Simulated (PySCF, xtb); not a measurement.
C₂H₄F₂, SMILES FCCF.

GFN2-xTB (xtb 6.7.1) at its own geometry gives an orbital gap of 13.14 eV and a dipole moment of 3.02 D.

Geometry optimised at PBE-D3(BJ)/def2-SVP. Other conformers were not sampled.

**Question.** What does PBE/def2-TZVPD run with PySCF give? (The exact figures need the calculation; the answer reports its results.)

**Answer.** gap 7.53 eV (levels -7.85 and -0.32 eV), dipole 2.51 D.
